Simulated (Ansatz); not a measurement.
Stepwise reaction of `[F][Ge][F]` with hydrogen, as a gas-phase model of exchange steps in deposition or etching. ΔE in kJ/mol; ΔG adds harmonic PBE0-D4 terms to CCSD(T)/CBS, at 1 bar.

Isolated molecules relaxed with PBE0-D4/def2-TZVP in Ansatz; ΔE leaves out vibrations. CCSD(T)/CBS adds triple-zeta CCSD(T) − MP2 to the extrapolated MP2 energy (def2 sets, frozen cores). This one scheme is used for every species. Functionals use def2-TZVPP. B3LYP here is the variant with VWN-RPA as its local correlation; programs differ in this. For Ge outer-core shells are correlated without core-valence functions, which leaves a few kJ/mol of doubt a bond. Scalar relativity is left out up to krypton.

| step | reaction | PBE-D4 | B3LYP-D4 | ωB97M-V | CCSD(T)/CBS | ΔG(400 K) |
| --- | --- | --- | --- | --- | --- | --- |
| 1 | `[F][Ge][F]` + H₂ → `[F][GeH]` + H–F | 137.7 | 137.8 | 136.8 | 130.4 | 127.9 |
| 2 | `[F][GeH]` + H₂ → `[GeH2]` + H–F | 96.2 | 96.7 | 93.2 | 85.6 | 88.1 |

(1) By hand: ΔE of the 2 steps together at CCSD(T)/CBS.

Results:

(1) (130.4) + (85.6) = 216.0 kJ/mol, or 108.0 kJ/mol a step.

In ΔE each step is lower than the one before. All are uphill at CCSD(T)/CBS. ΔG lies between 88.1 and 127.9 kJ/mol a step. PBE-D4 differs from CCSD(T)/CBS by 7.3 to 10.6 kJ/mol a step. Isolated molecules leave out the surface, adducts and barriers. Largest T1 diagnostic: 0.015.
